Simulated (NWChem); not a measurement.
System: AuPH4S; SMILES [PH3]->[Au][SH]

```xyz
7

Au    -0.0240     0.0289    -0.2067
S     -0.0225     2.3294    -0.4178
H     -1.1771     2.5103     0.2883
P      0.0233    -2.2531    -0.0276
H     -1.0318    -2.8807     0.7036
H      1.1324    -2.8929     0.6106
H     -0.0282    -3.0603    -1.2076
```
Atoms are numbered in this order, from 1.

Level: PBE-D3(BJ)/def2-SVP with def2 effective core potentials on Au (NWChem), optimised geometry, unscaled harmonic frequencies. def2 effective core potentials on Au; no spin-orbit coupling.

**Question.** List the harmonic frequencies with IR intensities, and the thermochemistry.

**Answer.** 
```
frequency (cm⁻¹)  IR intensity (km/mol)
----------------  ---------------------
42                                  8.5
90                                  0.8
92                                  3.0
315                                 4.3
347                                11.3
454                                 2.0
475                                 0.1
655                                 0.4
974                               177.5
1068                                4.3
1079                               10.9
2375                               89.7
2383                                9.1
2402                                7.6
2595                                2.9
```

```yaml
zero_point_energy: 21.9 kcal/mol
thermal correction to the enthalpy at 298.15 K (with zero-point energy): 26.7 kcal/mol
heat capacity Cv: 19.7 cal/(mol K)
entropy at 298.15 K and 1 atm (symmetry number 1): 84.9 cal/(mol K)
```

Rigid rotor and harmonic oscillator; modes under 100 cm⁻¹ make the entropy uncertain.
